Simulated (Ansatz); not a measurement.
Basis-set extrapolation for C$_{3}$H$_{8}$OSi (`C/C([SiH3])=C\O`) (PBE0-D4/def2-TZVP geometry, frozen core, Ansatz). Multiplicity 1, RHF reference.

|  | def2-TZVPP | def2-QZVPP |
| --- | --- | --- |
| HF | -482.121167 | -482.139258 |
| MP2 correlation | -0.866876 | -0.927233 |
| CCSD(T) correlation | -0.951750 | not run |

Energies in hartree. Use E(X) = E(∞) + A·exp(−7.88·√X) for Hartree–Fock and E(X) = E(∞) + B·X^(−2.97) for correlation, with X = 3 and 4, and add CCSD(T) minus MP2 of the smaller set to the MP2 limit.

**Question.** What is the CCSD(T) energy at the basis-set limit?

**Answer.** HF limit: -482.139258 + (-0.018091) × 0.13774 = -482.14175. MP2 limit: -0.927233 + (-0.060357) × 0.74074 = -0.97194. Higher-order term: -0.951750 − (-0.866876) = -0.08487. Total: -483.19856 hartree, 3.42 eV below CCSD(T)/def2-TZVPP.
